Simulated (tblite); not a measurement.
Compound: C₆H₁₀N₂ (charge +1 and doublet state).
SMILES with atom numbers: `[H]/[N:2]=[CH:3]\[C@@:4]1([NH2+:5])[CH2:6][C@@H:7]2[CH2:8][C@H:9]12` (hydrogens: H1 on N2; H10 on C3; H11, H12 on N5; H13, H14 on C6; H15 on C7; H16, H17 on C8; H18 on C9)

Cartesian coordinates in Å at the GFN2-xTB level; atoms count from 1:
```xyz
18
C6H10N2 angstrom
H      1.5726    0.8756   -1.9569
N      2.1981    0.4377   -1.2935
C      1.8912   -0.1551   -0.2681
C      0.4394   -0.4044    0.2697
N      0.3365   -1.5128    1.0844
C     -0.0162    0.9838    0.8382
C     -0.9897    1.0864   -0.3227
C     -1.9494   -0.0682   -0.2681
C     -0.5933   -0.2794   -0.8564
H      2.6668   -0.5616    0.3713
H      0.6621   -1.4926    2.0375
H      0.0694   -2.4038    0.6984
H      0.7483    1.7571    0.8564
H     -0.4640    0.9044    1.8276
H     -1.1627    1.9913   -0.8791
H     -2.7673   -0.0521   -0.9721
H     -2.2086   -0.4888    0.6911
H     -0.4420   -0.6114   -1.8694
```

All values are computed: GFN2-xTB (tblite) harmonic vibrations without scaling, gas phase. Errors from tens to a few hundred cm⁻¹ against measured bands are possible. One conformer, not necessarily the lowest. Open shells enter through the occupations alone, without spin polarisation, and single modes of such species can be off by tens of per cent.

Harmonic wavenumbers (cm⁻¹): 81.5, 142.4, 196.4, 271.7, 283.9, 315.9, 346.0, 395.9, 440.9, 514.1, 608.6, 700.8, 756.3, 812.4, 847.0, 860.0, 867.5, 919.1, 941.5, 960.2, 983.2, 986.6, 1006.0, 1036.5, 1051.3, 1077.5, 1091.0, 1123.8, 1147.9, 1189.8, 1204.6, 1225.4, 1300.2, 1335.5, 1429.9, 1435.1, 1452.7, 1813.3, 3004.6, 3012.7, 3029.3, 3099.9, 3108.8, 3114.4, 3125.4, 3398.2, 3445.0, 3502.6.

A = 3224, B = 2016, C = 1640 MHz; mass 110.084 u (most abundant isotopes); point group C1, symmetry number 1; spin multiplicity 2.

Question: Zero-point energy?

Answer: ½Σν̃ = 32497 cm⁻¹ = 388.75 kJ/mol.

Question: What is S at 298.15 K and 1 bar for an ideal gas of classical rigid rotors and harmonic oscillators?

Answer: Translation 167.49, rotation 116.32, vibration 82.73, spin (R ln 2) 5.76: S = 372.3 J/(mol K).

Question: And Cp and H(298.15 K) − H(0)?

Answer: Cp = 145.25 J/(mol K), of which vibrations give 112.00 (their classical limit is 48 R = 399.1); H(298.15 K) − H(0) = 24.57 kJ/mol without the zero-point energy, 14.66 from vibrations.

Question: Blend soft modes into free rotors: weight 1/[1 + (100 cm⁻¹/ν̃)⁴] for the oscillator and the rest for a rotor with moment μB/(μ + B), μ = h/(8π²ν), B = 10⁻⁴⁴ kg m². What vibrational entropy results?

Answer: 80.30 J/(mol K) in place of 82.73, which changes −T·S at 298.15 K by +0.72 kJ/mol.

Question: Which modes carry the vibrational entropy at 298.15 K?

Answer: 81.5 cm⁻¹: 16.13; 142.4 cm⁻¹: 11.60; 196.4 cm⁻¹: 9.06; 271.7 cm⁻¹: 6.63; 283.9 cm⁻¹: 6.32; 315.9 cm⁻¹: 5.57 J/(mol K); the other 42 give 27.42 together.

Hindered rotation and anharmonicity are outside this model. Other conformers, if any are populated, would add a mixing term that is left out. The structure is chiral; the term R ln 2 for an equal mix with its mirror image is left out.

On one thread, Arm Neoverse V1 (aarch64) (shared host), this took 0.58 s. The figure is for the frequency step alone.
